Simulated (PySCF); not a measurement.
Isomers of CH6OSi2. Gas-phase values, no solvent. One relaxed conformer stands for each flexible species; it need not be the lowest. Strings in code marks are SMILES.

Computed with PBE-D3(BJ)/def2-TZVP // B3LYP-D3(BJ)/def2-TZVP run with PySCF. All candidates: neutral, multiplicity 1. Excitations are Tamm–Dancoff values on a coarser integration grid. The basis has no diffuse functions, so Rydberg states are missing or too high.

HOMO: -5.16 eV
HOMO–LUMO gap: 3.45 eV
S1 excitation (TDA): 4.22 eV

Question: Identify which member has these values.
(A) `C=[SiH][SiH2]O` (C–Si–Si–O torsion -11°, Si–Si–O–H torsion -47°)
(B) `O=C[SiH2][SiH3]` (O–C–Si–Si torsion 94°)
(C) `C=[Si](O)[SiH3]` (Si–Si–O–H torsion 180°)
(D) `[SiH3][Si@@H]1CO1`

Answer: C, `C=[Si](O)[SiH3]` (Si–Si–O–H torsion 180°). The others give `C=[SiH][SiH2]O` (C–Si–Si–O torsion -11°, Si–Si–O–H torsion -47°): -5.70 eV, 3.30 eV, 4.30 eV; `O=C[SiH2][SiH3]` (O–C–Si–Si torsion 94°): -5.64 eV, 2.78 eV, 3.10 eV; `[SiH3][Si@@H]1CO1`: -6.34 eV, 4.56 eV, 4.82 eV
